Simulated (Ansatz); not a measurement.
```yaml
crystal:
  periodic: [false, false, false]
  atoms:
    - {symbol: C, position_ang: [0.064086, 1.129921, -1.255230]}
    - {symbol: Y, position_ang: [0.112123, -0.295472, 0.647752]}
    - {symbol: O, position_ang: [1.495689, -1.767688, 0.606812]}
    - {symbol: O, position_ang: [-1.545989, -0.264738, 1.802268]}
    - {symbol: H, position_ang: [-0.558051, 0.701128, -2.054691]}
    - {symbol: H, position_ang: [-0.364723, 2.120024, -1.049915]}
    - {symbol: H, position_ang: [1.051134, 1.298314, -1.705542]}
    - {symbol: H, position_ang: [2.053764, -2.538432, 0.647310]}
    - {symbol: H, position_ang: [-2.308044, -0.383058, 2.361237]}
basis:
  gaussian: {orbitals: ANO-RCC-VTZP}
hamiltonian: {xc: {name: M06-2X}}
output: {forces: true}
```

```sh
$ ansatz run in.yaml --threads 4 --pin off --events-out ev --progress --plain --max-ram 10444MiB
```

It prints (some lines left out):

```
Error: YAML parse error: error: line 15 column 19: hamiltonian.xc: no functional is named "M06-2X"; the names, which are not case-sensitive, are SVWN5, SPW92, PBE, PBE0, PBEsol, revPBE, revPBE0, RPBE, rPW86-PBE, HSE06, wPBEh, LC-wPBE, HISS, HF, BLYP, B3LYP, B3LYP5, BHLYP, CAM-B3LYP, r2SCAN, r2SCANh, r2SCAN0, r2SCAN50, m-r2SCAN, B97, wB97, wB97X, wB97X-V, B97M-V, wB97M-V, B2PLYP, B2GP-PLYP, PBE0-DH, PBE-QIDH
13 | basis:
14 |   gaussian: {orbitals: ANO-RCC-VTZP}
15 | hamiltonian: {xc: {name: M06-2X}}
16 | output: {forces: true}
```

(1) What is wrong with this run?

Results:

(1) The method's name isn't one that the program takes here. The program refused the input.

HSE06 is defined as in plane-wave codes.
